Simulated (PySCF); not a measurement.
CH$_{5}$BGeN (calculated)

All values are calculated (PySCF 2.14.0). Calculation on a computer-drawn molecule: the log of a Hartree-Fock and frozen-core CCSD(T) single point meant for a local Hartree-Fock minimum, with one planted fault or none, to be diagnosed. Offsets are logged minus clean, where the clean run is the same molecule without the fault. The reference is restricted for singlets and unrestricted otherwise, and also for a bond in bohr or an excited solution. Adding or removing an electron swaps singlet and doublet. The excited solution moves the top pair (singlet) or top alpha electron (doublet) to the lowest empty orbital. Highest occupied and lowest empty are orbital energies over both spins, largest force is the largest gradient component, triples share is (T) over the correlation energy, the T1 limit is 0.02 restricted and 0.045 unrestricted, electrons count all cores, a negative frequency is imaginary (commonest isotopes), and the dipole is about the centre of nuclear charge; on germanium a core potential holds 10 electrons, which the energies leave out, and 3d is frozen in MP2 and coupled-cluster steps.

```xyz
9
formula=CH5BGeN meant_charge=1 meant_multiplicity=1 meant_basis=cc-pVDZ meant_basis_and_core_potential_on_germanium=cc-pVDZ-PP_ECP10MDF logged_electrons=53 logged_basis_functions=90 logged_SCF_converged=yes logged_spin_squared=0.7616 logged_highest_occupied=-21.111 logged_lowest_empty=-10.694 logged_largest_force=0.076109 logged_T1_diagnostic=0.016833 logged_D1_diagnostic=0.067004 logged_triples_share=0.028773 logged_CC_converged=yes logged_dipole_magnitude=7.8952 logged_SCF_stable_within_its_kind=yes logged_energy_HF=-412.54844 logged_energy_CCSD(T)=-413.00848 possible_faults=no_fault,one_electron_removed,one_electron_added,multiplicity_raised_by_two,geometry_at_a_saddle_point,SCF_held_on_an_excited_solution,minimal_basis_STO-3G,one_bond_length_entered_in_bohr,all_coordinates_scaled planted_fault=one_electron_removed HF_energy_offset_from_clean_run=263.1 CCSD(T)_energy_offset_from_clean_run=297.6
B     -1.0952     0.1851     1.1656
N     -0.5954    -0.8730     1.7576
C     -0.1520    -2.1148     1.1690
Ge     0.5224    -3.4968     2.0575
H     -1.5424     1.1367     0.6541
H     -0.5113    -0.8056     2.7636
H     -0.2662    -2.1420     0.0951
H      0.6763    -3.4457     3.5604
H      0.9364    -4.7194     1.2863
```

Units: logged_highest_occupied, logged_lowest_empty in eV; logged_largest_force in hartree/bohr; logged_dipole_magnitude in debye; logged_energy_HF, logged_energy_CCSD(T) in hartree; HF_energy_offset_from_clean_run, CCSD(T)_energy_offset_from_clean_run in kcal/mol.

Drawn bonds:
```tsv
atom	other atom	order
1	2	1
2	3	1
3	4	2
1	5	1
2	6	1
3	7	1
4	8	1
4	9	1
```
